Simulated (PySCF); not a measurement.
**How methods differ on the ionisation energy of In²⁹⁺**

In²⁹⁺ [Ar] 3d2 [3d3/2^2, M_J = 2] → In³⁰⁺ [Ar] 3d1 [3d3/2^1, M_J = 3/2], as a difference of total energies. Computed with PySCF 2.14 in an uncontracted even-tempered set (16 s from 4.6 bohr⁻², ratio 2.8; 12 p from 6 bohr⁻², ratio 2.8; 8 d from 6 bohr⁻², ratio 2.8; 3 f from 19 bohr⁻², ratio 3), with the two-component X2C-1e Hamiltonian. Correlated levels: [Ne] frozen; the 74 highest virtual spinors dropped. "Screened" scales the spin-orbit matrix elements by Boettger's factors to mimic the two-electron term; Breit and QED terms are absent.

```json
{"method": "GHF (spin-free)", "ionisation energy (eV)": "1654.9"}
{"method": "GMP2 (spin-free)", "ionisation energy (eV)": "1654.7"}
{"method": "GHF (screened spin-orbit)", "ionisation energy (eV)": "1658.8"}
{"method": "GMP2 (screened spin-orbit)", "ionisation energy (eV)": "1658.7"}
```

Breit and QED terms and the two-electron picture change are absent.

The spin-free rows relax to the high-spin LS determinant and lack the spin-orbit shift.

The labels give the starting determinants; with spin-orbit coupling the two ends relaxed to ⟨J²⟩ = 6.14, ⟨L²⟩ = 10.77, ⟨S²⟩ = 1.64 and ⟨J²⟩ = 3.75, ⟨L²⟩ = 6.01, ⟨S²⟩ = 0.76.

For comparison: 1659 ± 4 eV (theoretical estimate listed by NIST; NIST Atomic Spectra Database, ionization energies).
